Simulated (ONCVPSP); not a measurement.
# Varying the ONCV potential for phosphorus (P)

Base potential:

P, optimised norm-conserving Vanderbilt (ONCV), made with ONCVPSP 4.0.1 (PW91, scalar-relativistic). Core [He], reference 2s2 2p6 3s1 3p4. Waves: 2s+3s: rc 0.85 bohr, ncon 5, nbas 10, qcut 10.6 1/bohr, 2 projectors; 2p+3p: rc 0.95 bohr, ncon 5, nbas 9, qcut 18.5 1/bohr, 2 projectors. Local part: polynomial inside 0.65 bohr (lpopt 3, dvloc0 0 Ha). Core correction: Teter function, fcfact 5.75, rcfact 1.55.

Cutoffs, loose and tight: the cutoffs (Ha) at which the residual kinetic energy of the hardest occupied pseudo-wave falls to 1 and 0.1 mHa per electron. They do not see the model core or the augmentation charge, which bear on the density cutoff. Test errors are all-electron minus pseudo excitation energies from the reference, over the configurations 2s2 2p6 3s2 3p3; 2s2 2p6 3s2 3p2; 2s2 2p6 3s2 3p1; 2s2 2p6 3s1 3p3. A dash means not determined; rows that change the core or the reference have their own tests.

A true bound ghost makes a file unfit for plane-wave use even where its test errors are small: the radial tests pick states by their node count and pass the ghost by.

| change | outcome | cutoff, loose | cutoff, tight | bound ghosts | GHOST(+) flags above zero | largest test error (meV) |
| --- | --- | --- | --- | --- | --- | --- |
| base | generated | 119 Ha | 136 Ha | none | none | +5.6 |
| core correction Teter function, fcfact 5.75, rcfact 1.2 | generated | 119 Ha | 136 Ha | none | none | +5.7 |
| non-relativistic | generated | 119 Ha | 140 Ha | none | none | +5.3 |
| functional PBE | generated | 119 Ha | 136 Ha | none | none | +5.5 |
| s: qcut 12.7; p: qcut 22.1 | generated | 137 Ha | 160 Ha | none | none | +5.1 |
| local potential polynomial inside 0.65 bohr (lpopt 3, dvloc0 9 Ha) | generated | 119 Ha | 136 Ha | none | none | +5.3 |
| p: ncon 3, nbas 7 | generated | 111 Ha | 127 Ha | none | none | +5.8 |
| s: rc 0.96 | generated | 119 Ha | 136 Ha | s | none | +4.5 |
| s: rc 1.18 | generated | 119 Ha | 136 Ha | none | s | +9.2 |
| s: qcut 13.9 | generated | 119 Ha | 136 Ha | none | none | +5.3 |
